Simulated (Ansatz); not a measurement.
Species: borohydride, BH4 (charge -1, singlet). SMILES: [BH4-]
Geometry: optimised at B3LYP-D3(BJ)/def2-TZVP (Ansatz, a quantum-chemistry and plane-wave program).

Parts of the frozen-core correlation energy in STO-3G (Ansatz, hartree). Frozen orbitals: 1; correlated occupied orbitals by spin: 4 and 4; virtual: 4 and 4. No spin-orbit coupling. No relativistic terms.

```json
[
 {"term": "reference (HF)", "value": "-26.54578"},
 {"term": "MP2 opposite-spin", "value": "[?]"},
 {"term": "MP2 same-spin", "value": "[?]"},
 {"term": "CCSD correlation", "value": "-0.06882"},
 {"term": "(T)", "value": "[?]"},
 {"term": "FCI minus CCSD(T)", "value": "-0.00006"},
 {"term": "T1 diagnostic", "value": "0.005"},
 {"term": "largest doubles amplitude", "value": "0.067"}
]
```

What belongs in the gaps?


- MP2 opposite-spin, value: -0.04621
- MP2 same-spin, value: -0.00129
- (T), value: -0.00021
